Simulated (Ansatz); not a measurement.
The same substitution along the group F, Cl, Br, I.

Calculated with Ansatz (gas phase, PBE0-D4/def2-TZVP geometries, no zero-point term in ΔE). CCSD(T)/CBS is the MP2 limit (def2-TZVPP, def2-QZVPP) plus CCSD(T) − MP2 in def2-TZVPP, frozen cores. This one scheme is used for every species. Functionals use def2-TZVPP. Elements past krypton have def2 core potentials. For Br, I outer-core shells are correlated without core-valence functions, which leaves a few kJ/mol of doubt a bond. Scalar relativity is left out up to krypton. One conformer a species, not always the lowest.

```csv
reaction,CCSD(T)/def2-SVP (kJ/mol),LDA (SPW92) (kJ/mol),B97M-V (kJ/mol),HF/CBS(def2) (kJ/mol),CCSD(T)/CBS(def2) (kJ/mol)
`Fc1ccccc1` + CH₃OH → `COc1ccccc1` + H–F,-22,-29,-16,-4,-28
`Clc1ccccc1` + CH₃OH → `COc1ccccc1` + HCl,-24,-23,-14,-10,-6
`Brc1ccccc1` + CH₃OH → `COc1ccccc1` + HBr,-26,-25,-13,-10,-1
`Ic1ccccc1` + CH₃OH → `COc1ccccc1` + HI,-21,-23,-9,-9,10
```

Largest T1 diagnostic: 0.011, for `COc1ccccc1`.
